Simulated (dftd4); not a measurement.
C$_{4}$H$_{7}$ (SMILES [CH]=C(C)C), doublet, at a GFN2-xTB geometry; D4 for wb97x (dftd4 4.2.0).

Input for dftd4:
```
$ dftd4 mol.xyz --func wb97x --charge 0 --json dftd4.json --noedisp --property

# file mol.xyz
11

C     -0.01583438     0.01152779     1.49894858
C     -0.00222843     0.02374520     0.20492787
H     -0.02223869    -0.69129602     2.29786866
C      0.00269449     1.29161997    -0.60733811
H     -0.00662782     2.16401956     0.03942821
H      0.89090871     1.32760594    -1.23693731
H     -0.87224194     1.32254452    -1.25552371
C      0.01033407    -1.24161286    -0.64220029
H      0.00629703    -2.13018294    -0.01726348
H     -0.86735589    -1.25472468    -1.28612343
H      0.90146410    -1.24964698    -1.26747727
```

Output, abridged:

```
                    ____  _____ _____     ____  _  _
      -------------|  _ \|  ___|_   _|---|  _ \| || |------------
     |             | | | | |_    | | ___ | | | | || |_           |
     |             | |_| |  _|   | ||___|| |_| |__   _|          |
     |             |____/|_|     |_|     |____/   |_|            |
     |             ===================================           |
     |            E. Caldeweyher, S. Ehlert & S. Grimme          |
     |          Mulliken Center for Theoretical Chemistry        |
     |                    University of Bonn                     |
      -----------------------------------------------------------

Rational (Becke-Johnson) damping: wb97x-D4-ATM
---------------------
  s6         1.0000
  s8         0.5093
  s9         1.0000
  a1         0.0662
  a2         5.4487
 alp        16.0000
--------------------

Atomic data, radii in Ångström:
------------------------------------------------------
   Z          R(cov)      r4/r2   hardness         EN
------------------------------------------------------
   6 C        1.0000     1.6431     0.4220     2.5500
   1 H        0.4267     1.0622     0.4726     2.2000
------------------------------------------------------

Atomic reference systems (in atomic units):
----------------------------------------------------------------------------
   Z        #      CN     q+Z       C6(AA)   #      CN     q+Z       C6(AA)
----------------------------------------------------------------------------
   6 C      1  0.0000  6.0000      49.3833   2  0.9189  5.8288      52.1688
            3  1.9079  5.8579      35.6972   4  2.8312  5.7775      35.8445
            5  3.7487  5.7435      28.6317   6  2.9183  5.8956      32.2504
            7  0.8556  6.2103      25.6194
   1 H      1  0.0000  1.0000       7.6362   2  0.8942  1.0000       3.0374
----------------------------------------------------------------------------

Atomic properties (in atomic units):
----------------------------------------------------------------------------
     #    Z              CN          q      C6(AA)        C8(AA)   alpha(0)
----------------------------------------------------------------------------
     1    6 C        1.9197    -0.2050     37.7148     1090.7773     9.9064
     2    6 C        2.9326    -0.0548     30.9384      894.7931     9.0934
     3    1 H        0.9270     0.1206      1.6086       19.4451     1.9833
     4    6 C        3.7598    -0.2116     27.6649      800.1166     7.5885
     5    1 H        0.9250     0.1017      1.7694       21.3895     2.0802
     6    1 H        0.9246     0.0923      1.8572       22.4501     2.1311
     7    1 H        0.9246     0.0923      1.8572       22.4501     2.1311
     8    6 C        3.7572    -0.2173     27.8089      804.2830     7.6089
     9    1 H        0.9250     0.0967      1.8151       21.9417     2.1069
    10    1 H        0.9247     0.0926      1.8538       22.4098     2.1292
    11    1 H        0.9247     0.0926      1.8538       22.4098     2.1292
----------------------------------------------------------------------------

Molecular properties (in atomic units):
----------------------------------------
 molecular C6                 998.2881
 molecular C8               23126.9098
----------------------------------------

Dispersion energy:      -1.2346175179795E-02 Eh

[Info] JSON dump of results written to 'dftd4.json'
```
